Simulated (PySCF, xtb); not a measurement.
Bonds broken one at a time in the series Al Br-SiH3. Gas-phase values, no solvent. Strings in code marks are SMILES.

Quantity: homolytic bond dissociation enthalpy at 298 K (no spin–orbit term), in eV. Thermal and zero-point terms are GFN2-xTB rigid-rotor harmonic values (xtb).

Case: Br–Al bond of `[Br][Al]([Br])[Br]`, giving `[Br]` and `[Br][Al][Br]`. Geometry of `[Al]([Br])([Br])[Br]` (neutral, multiplicity 1, Å):

```xyz
4

Br    -1.8170    -1.2917     0.0139
Al     0.0000     0.0000    -0.0001
Br     2.0270    -0.9278    -0.0143
Br    -0.2100     2.2194     0.0005
```

Question: Estimate the homolytic bond dissociation enthalpy at 298 K (no spin–orbit term) that PBE-D3(BJ)/def2-TZVP // PBE0-D3(BJ)/def2-TZVP (PySCF) returns for this input.

Answer: 4.25 eV.
